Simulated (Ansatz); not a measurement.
ClHOSn (`[OH][Sn][Cl]`), relaxed with RKS PBE-D4/def2-SVP in the Gaussian-basis code of Ansatz from a rough embedded geometry. The force threshold is 0.03 eV/Å; the program also tests the step.

Total charge 0; spin multiplicity 1. Sn takes the def2 core potential.

Start:

```xyz
4

O    -1.073   -0.300    0.169
Sn    0.627    0.629    0.219
Cl    2.134   -0.572   -1.081
H    -1.688    0.243    0.693
```

```
step  energy (eV)  largest force (eV/Å)  largest move (Å)
   1  -20406.3988                 2.007             0.000
   2  -20406.6368                 0.489             0.196
   3  -20406.6506                 0.133             0.037
   4  -20406.6513                 0.023             0.009
```

End:

```xyz
4

O    -1.000   -0.284    0.138
Sn    0.704    0.804    0.304
Cl    2.016   -0.655   -1.091
H    -1.721    0.135    0.649
```

Run time 1.8 s (4 threads of an Arm Neoverse V2 on a shared host); peak host memory 0.13 GiB.
